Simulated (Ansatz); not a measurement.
# Ligand exchange: GeH3Br + Cd(CH3)(SH) → GeH3(SH) + Cd(CH3)Br

Species: GeH3Br `[GeH3][Br]`, singlet; Cd(CH3)(SH), singlet; GeH3(SH), singlet; Cd(CH3)Br, singlet. The partners trade Br for SH: Ge–Br and Cd–SH bonds give way to Ge–SH and Cd–Br.

Shapes, held fixed at every level: PBE0-D4/def2-TZVP. Programs: Ansatz 0.2.0. Electronic energies: no zero-point or thermal term.

```
                level                    kind  ΔE (kJ/mol)  less CCSD(T)/def2-TZVPP  CPU time (sum over the molecules)
     SPW92/def2-TZVPP                     LDA        -21.1                     +3.7                              8.1 s
 r2SCAN-D4/def2-TZVPP                meta-GGA        -25.2                     -0.4                               32 s
r2SCAN0-D4/def2-TZVPP           global hybrid        -27.0                     -2.2                               28 s
   wB97M-V/def2-TZVPP  range-separated hybrid        -25.5                     -0.7                               63 s
   wB97X-V/def2-TZVPP  range-separated hybrid        -26.7                     -1.9                               52 s
       MP2/def2-TZVPP     perturbation theory        -22.1                     +2.7                                  –
        CCSD/def2-SVP   coupled cluster or CI        -32.4                     -7.6                                  –
   CCSD(T)/def2-TZVPP   coupled cluster or CI        -24.8                      0.0                            6.5 min
```

The highest level, CCSD(T)/def2-TZVPP, gives ΔE = -24.8 kJ/mol; the levels span -32.4 to -21.1. The column of differences is taken from that level and isn't an error. No measured value is set beside it here. For atoms past krypton def2 sets carry core potentials with scalar relativity. Relativity is left out for Br, Ge. Outer-core shells of Br, Cd, Ge are correlated, in sets that cover them unevenly. Times are processor times on shared x86 and Arm servers, and rough.
